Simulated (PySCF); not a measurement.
SMILES O[OH2+] (H3O2 (cation, charge +1)), CAM-B3LYP/def2-SVP optimised geometry.

```
5

O     -0.77    -0.24     0.00
O      0.66    -0.24     0.00
H     -0.96     0.72     0.00
H      0.96    -0.72    -0.82
H      0.96    -0.72     0.82
```

Density from CAM-B3LYP/def2-TZVP (PySCF) at that geometry.

Minimum of the electron density along straight lines between bonded atoms, close to the bond critical point (lines longer than 1.1 times the sum of covalent radii, or with two minima, are not listed):

```tsv
bond	length / Å	ρ at the minimum / e bohr⁻³	∇²ρ there / e bohr⁻⁵	position (fraction from the first atom)
O1–O2	1.426	?	?	0.48
O1–H3	0.986	0.337	-2.39	0.82
O2–H4	0.991	0.322	-2.34	0.83
O2–H5	0.991	0.322	-2.34	0.83
```

**Question.** What belongs in the gaps?

**Answer.** 
- O1–O2, ρ at the minimum / e bohr⁻³: 0.293
- O1–O2, ∇²ρ there / e bohr⁻⁵: 0.05
